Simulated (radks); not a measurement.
The numbers below are computed, except where a source is named.
Initial-state core-level shifts of neutral lanthanum when its valence configuration changes from [Xe] 5d1 6s2. Code: a radial shooting solver on a logarithmic mesh with Libxc functionals. Model: scalar-relativistic Kohn-Sham, r2SCAN, spin-unpolarised, spherical densities, finite nucleus; meta-GGA in the generalised Kohn-Sham scheme; Fermi nuclear charge, rms radius 4.855 fm. Shifts are changes of the shell-averaged eigenvalues in eV (positive: less bound); the change of the density at the nucleus, which sets a Mossbauer isomer shift, is in e/bohr^3, on a base of 3.646e+05.

valence              1s      2s      3p      5p  density at nucleus
6s2 6p1          -3.142  -3.245  -3.229  -2.785               +8.03
5d1 6s1 6p1      -1.141  -1.133  -1.137  -1.101              -15.02
5d1 6p2          -2.197  -2.181  -2.187  -2.109              -29.78
5d3              +2.919  +3.065  +3.052  +2.679              -34.25
5d2 6s1          +1.666  +1.749  +1.739  +1.501              -19.30
5d0.5 6s2 6p0.5  -1.548  -1.596  -1.590  -1.395               +3.65
4f2 5d1          +5.106  +5.829  +6.841  +1.343              -51.27
